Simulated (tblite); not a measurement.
Compound: ClH11Si5.
SMILES with atom numbers: `[SiH3:1][SiH2:2][Si@@H:3]([SiH3:4])[SiH2:5][Cl:6]` (hydrogens: H7, H8, H9 on Si1; H10, H11 on Si2; H12 on Si3; H13, H14, H15 on Si4; H16, H17 on Si5)

Computed geometry: GFN2-xTB, gas phase.

Q: What internal coordinates does the optimisation give?

A: 
| bond | length (Å) |
| --- | --- |
| Si1–Si2 | 2.316 |
| Si2–Si3 | 2.345 |
| Si3–Si4 | 2.332 |
| Si3–Si5 | 2.329 |
| Si5–Cl6 | 2.044 |
| Si1–H7, Si1–H8, Si1–H9 | 1.465 |
| Si2–H10 | 1.472 |
| Si2–H11 | 1.474 |
| Si3–H12 | 1.486 |
| Si4–H13, Si4–H14, Si4–H15 | 1.465 |
| Si5–H16 | 1.464 |
| Si5–H17 | 1.463 |

Bonds in one row agree within 0.01 Å and their mean is given. A selection of angles:
| angle | degrees |
| --- | --- |
| Si2–Si1–H7 | 110.3 |
| Si2–Si1–H8 | 113.4 |
| H7–Si1–H8 | 106.4 |
| H7–Si1–H9 | 107.2 |
| Si1–Si2–Si3 | 116.2 |
| Si1–Si2–H10 | 110.8 |
| Si1–Si2–H11 | 110.5 |
| Si3–Si2–H10 | 107.5 |
| Si3–Si2–H11 | 108.1 |
| H10–Si2–H11 | 102.9 |
| Si2–Si3–Si4 | 116.5 |
| Si2–Si3–Si5 | 112.2 |
| Si2–Si3–H12 | 106.0 |
| Si4–Si3–Si5 | 111.4 |
| Si4–Si3–H12 | 105.6 |
| Si5–Si3–H12 | 104.0 |
| Si3–Si4–H13 | 113.3 |
| Si3–Si4–H14 | 112.3 |
| H13–Si4–H14 | 106.2 |
| Si3–Si5–Cl6 | 107.6 |
| Si3–Si5–H16 | 115.0 |
| Si3–Si5–H17 | 117.8 |
| Cl6–Si5–H16 | 105.0 |
| Cl6–Si5–H17 | 104.6 |
| H16–Si5–H17 | 105.7 |

Torsions: Si1–Si2–Si3–Si4 175° (antiperiplanar); Si2–Si3–Si5–Cl6 -14° (synperiplanar).

Si5 (chlorine-bound silicon) is distorted tetrahedral (angles from 104.6° to 117.8°). The Si–Si distances run from 2.316 Å (Si1–Si2, drawn single) to 2.345 Å (Si2–Si3, drawn single), a spread of 0.029 Å. Si3 (SiH silicon) is distorted tetrahedral (angles from 104.0° to 116.5°). Si4 (SiH3 silicon) is distorted tetrahedral (angles from 106.2° to 113.3°). Si2 (SiH2 silicon) is distorted tetrahedral (angles from 102.9° to 116.2°). Si1 (SiH3 silicon) is distorted tetrahedral (angles from 106.4° to 113.4°).

Point group: C1 (no symmetry element, even within 0.4 Å). Its lowest GFN2-xTB frequency is 14i cm⁻¹, too small to tell a flat minimum from a shallow saddle. The numbers are those of one conformer. 3 starts were optimised and ended at 0.00, 0.49 and 0.92 kcal/mol (GFN2-xTB); the lowest of these is shown.
